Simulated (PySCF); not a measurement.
Computed shifts of a molecule C4H10N2, PySCF with PBE/pcSseg-1, GIAO, gas phase, equivalent atoms averaged, in ppm (number of nuclei): ¹³C: 165.7 (1), 47.6 (1), 44.4 (1), 43.0 (1). ¹⁵N: 384.6 (1), 50.9 (1). ¹H: 8.11 (1), 3.79 (3), 3.03 (1), 2.85 (2), 1.78 (1), 0.61 (1), 0.41 (1). References: ¹³C against TMS (σ = 182.0 ppm); ¹⁵N against NH3 (σ = 267.0 ppm); ¹H against TMS (σ = 31.49 ppm), references at their B3LYP-D3(BJ)/def2-TZVP geometries, non-relativistic. Geometry optimised at B3LYP-D3(BJ)/def2-SVP. One conformer was computed; it need not be the lowest.

Problem. Which structure fits?
(A) C/N=C\CCN
(B) CC/N=C/CN
(C) NC/C=C/CN
(D) CNC1CNC1

Solution. A, C/N=C\CCN
